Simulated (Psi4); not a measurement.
F$_{3}$Fe, sextet, geometry from GFN2-xTB (such geometries of metal compounds can be far from the true shape), atoms displaced at random by about 0.03 Å a coordinate; B3LYP/6-31G, gradient run with Psi4 1.11.

Here is a job for Psi4.
```
memory 2 GB

molecule {
0 6
  Fe    0.03354385   -0.15050386   -0.33160420
  F    -1.45726551   -0.83185913    0.36945187
  F    -0.11016264    1.66909625   -0.26425953
  F     1.37946365   -0.55398746    0.90042932
symmetry c1
no_reorient
no_com
}

set basis 6-31g
set reference uks

gradient('b3lyp')
print_variables()
```

What does Psi4 print? Leave out banner, timings and long lists.


```
gradient() will perform analytic gradient computation.

   => Loading Basis Set <=

    Name: 6-31G
    Role: ORBITAL
    Keyword: BASIS

         ---------------------------------------------------------
                                   SCF
               by Justin Turney, Rob Parrish, Andy Simmonett
                          and Daniel G. A. Smith
                              UKS Reference
         ---------------------------------------------------------

  ==> Geometry <==

    Molecular point group: c1
    Full point group: C1

    Geometry (in Angstrom), charge = 0, multiplicity = 6:

       Center              X                  Y                   Z               Mass
    ------------   -----------------  -----------------  -----------------  -----------------
         FE           0.033543850000    -0.150503860000    -0.331604200000    55.934936330000
         F           -1.457265510000    -0.831859130000     0.369451870000    18.998403162730
         F           -0.110162640000     1.669096250000    -0.264259530000    18.998403162730
         F            1.379463650000    -0.553987460000     0.900429320000    18.998403162730

  Running in c1 symmetry.

  Rotational constants: A =      0.17868  B =      0.17651  C =      0.10469 [cm^-1]
  Rotational constants: A =   5356.61559  B =   5291.64649  C =   3138.56575 [MHz]
  Nuclear repulsion =  247.713038545628677

  Charge       = 0
  Multiplicity = 6
  Electrons    = 53
  Nalpha       = 29
  Nbeta        = 24

  ==> Algorithm <==

  SCF Algorithm Type is DF.
  DIIS enabled.
  MOM disabled.
  Fractional occupation disabled.
  Guess Type is SAD.
  Energy threshold   = 1.00e-08
  Density threshold  = 1.00e-08
  Integral threshold = 1.00e-12

  ==> Primary Basis <==

  Basis Set: 6-31G
    Blend: 6-31G
    Number of shells: 26
    Number of basis functions: 56
    Number of Cartesian functions: 56
    Spherical Harmonics?: false
    Max angular momentum: 2

  ==> DFT Potential <==

   => LibXC <=

    Version 7.1.2
    S. Lehtola, C. Steigemann, M. J. T. Oliveira, and M. A. L. Marques,  SoftwareX 7, 1–5 (2018) (10.1016/j.softx.2017.11.002)

   => Composite Functional: B3LYP <=

    B3LYP Hyb-GGA Exchange-Correlation Functional

    P. J. Stephens, F. J. Devlin, C. F. Chabalowski, and M. J. Frisch,  J. Phys. Chem. 98, 11623 (1994) (10.1021/j100096a001)

    Deriv               =              1
    GGA                 =           TRUE
    Meta                =          FALSE

    Exchange Hybrid     =           TRUE
    MP2 Hybrid          =          FALSE

   => Exchange Functionals <=

    0.0800   Slater exchange
    0.7200         Becke 88

   => Exact (HF) Exchange <=

    0.2000               HF

   => Correlation Functionals <=

    0.1900   Vosko, Wilk & Nusair (VWN5_RPA)
    0.8100   Lee, Yang & Parr

   => LibXC Density Thresholds  <==

    XC_HYB_GGA_XC_B3LYP:  1.00E-15

   => Molecular Quadrature <=

    Radial Scheme          =       TREUTLER
    Pruning Scheme         =           NONE
    Nuclear Scheme         =       TREUTLER

    Blocking Scheme        =         OCTREE
    BS radius alpha        =              1
    Pruning alpha          =              1
    Radial Points          =             75
    Spherical Points       =            302
    Total Points           =          87887
    Total Blocks           =            726
    Max Points             =            256
    Max Functions          =             54
    Weights Tolerance      =       1.00E-15

   => Loading Basis Set <=

    Name: (6-31G AUX)
    Role: JKFIT
    Keyword: DF_BASIS_SCF

  ==> Integral Setup <==

  SCF_SUBTYPE=INCORE selected. In-core MEM_DF algorithm will be used.
  Using in-core AOs.

  ==> MemDFJK: Density-Fitted J/K Matrices <==

    J tasked:                   Yes
    K tasked:                   Yes
    wK tasked:                   No
    Algorithm:                 Core
    Schwarz Cutoff:           1E-12
    Mask sparsity (%):       2.6786
[...]
  @DF-UKS Final Energy: -1563.14107683405518
    Total Energy =                      -1563.1410768340551840
[...]

         ------------------------------------------------------------
                                   SCF GRAD
                          Rob Parrish, Justin Turney,
                       Andy Simmonett, and Alex Sokolov
         ------------------------------------------------------------

  ==> Geometry <==

    Molecular point group: c1
    Full point group: C1

    Geometry (in Angstrom), charge = 0, multiplicity = 6:

       Center              X                  Y                   Z               Mass
    ------------   -----------------  -----------------  -----------------  -----------------
         FE           0.033543850000    -0.150503860000    -0.331604200000    55.934936330000
         F           -1.457265510000    -0.831859130000     0.369451870000    18.998403162730
         F           -0.110162640000     1.669096250000    -0.264259530000    18.998403162730
         F            1.379463650000    -0.553987460000     0.900429320000    18.998403162730

  Nuclear repulsion =  247.713038545628677

  ==> Basis Set <==

  Basis Set: 6-31G
    Blend: 6-31G
    Number of shells: 26
    Number of basis functions: 56
    Number of Cartesian functions: 56
    Spherical Harmonics?: false
    Max angular momentum: 2

  ==> DFJKGrad: Density-Fitted SCF Gradients <==

    Gradient:                    1
    J tasked:                  Yes
    K tasked:                  Yes
    wK tasked:                  No
    Integrals threads:           1
    Schwarz Cutoff:          1E-12
    Fitting Condition:       1E-10

   => Auxiliary Basis Set <=

  Basis Set: (6-31G AUX)
    Blend: CC-PVDZ-JKFIT + DEF2-UNIVERSAL-JKFIT
    Number of shells: 130
    Number of basis functions: 620
    Number of Cartesian functions: 620
    Spherical Harmonics?: false
    Max angular momentum: 6

  ==> DFT Potential <==

   => LibXC <=

    Version 7.1.2
    S. Lehtola, C. Steigemann, M. J. T. Oliveira, and M. A. L. Marques,  SoftwareX 7, 1–5 (2018) (10.1016/j.softx.2017.11.002)

   => Composite Functional: B3LYP <=

    B3LYP Hyb-GGA Exchange-Correlation Functional

    P. J. Stephens, F. J. Devlin, C. F. Chabalowski, and M. J. Frisch,  J. Phys. Chem. 98, 11623 (1994) (10.1021/j100096a001)

    Deriv               =              1
    GGA                 =           TRUE
    Meta                =          FALSE

    Exchange Hybrid     =           TRUE
    MP2 Hybrid          =          FALSE

   => Exchange Functionals <=

    0.0800   Slater exchange
    0.7200         Becke 88

   => Exact (HF) Exchange <=

    0.2000               HF

   => Correlation Functionals <=

    0.1900   Vosko, Wilk & Nusair (VWN5_RPA)
    0.8100   Lee, Yang & Parr

   => LibXC Density Thresholds  <==

    XC_HYB_GGA_XC_B3LYP:  1.00E-15

   => Molecular Quadrature <=

    Radial Scheme          =       TREUTLER
    Pruning Scheme         =           NONE
    Nuclear Scheme         =       TREUTLER

    Blocking Scheme        =         OCTREE
    BS radius alpha        =              1
    Pruning alpha          =              1
    Radial Points          =             75
    Spherical Points       =            302
    Total Points           =          87887
    Total Blocks           =            726
    Max Points             =            256
    Max Functions          =             54
    Weights Tolerance      =       1.00E-15

  -Total Gradient:
     Atom            X                  Y                   Z
    ------   -----------------  -----------------  -----------------
       1       -0.012802428437    -0.026082026791    -0.062673066196
       2       -0.009133387020     0.000393808603     0.014767981273
       3       -0.003420682978     0.029869204874     0.011857486185
       4        0.025693908299    -0.004213099786     0.036145781804

  Variable Map:
  ----------------------------------------------------------------------------
[...]
  Array Variable Map:
  ----------------------------------------------------------------------------
[...]
[...]
```
